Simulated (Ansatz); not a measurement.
Compare A (`C[SiH2][SiH](N)O`) with its isomer B (`CO[SiH2][SiH2]N`).

Computed with Ansatz on PBE0-D4/def2-TZVP structures; ΔE is electronic, products minus reactants. CCSD(T)/CBS is the MP2 limit (def2-TZVPP, def2-QZVPP) plus CCSD(T) − MP2 in def2-TZVPP, frozen cores. Functionals use def2-TZVPP. B3LYP here is the variant with VWN-RPA as its local correlation; programs differ in this. Each species was taken in one conformer, which may not be the lowest.

Problem. Which isomer does CCSD(T)/CBS put lower? Give the gap. (An estimate is asked.)

Solution. Ansatz gave: A, by 29.6 kcal/mol.

Problem. Give E(B) − E(A) in kcal/mol with B3LYP-D4, HF/def2-TZVPP, CCSD/def2-TZVPP, B3LYP, MP2/def2-TZVPP, r2SCAN-D4, B2PLYP. (Estimate.)

Solution. Computed: B3LYP-D4 27.3, HF/def2-TZVPP 25.3, CCSD/def2-TZVPP 28.3, B3LYP 27.4, MP2/def2-TZVPP 30.3, r2SCAN-D4 29.3, B2PLYP 28.3. None reverses the order clearly.

Largest T1 diagnostic: 0.011.

In def2-TZVPP, CCSD(T) changes the Hartree–Fock value by +3.3 kcal/mol (the triples alone add +0.3 kcal/mol) and MP2 by +5.1 kcal/mol.
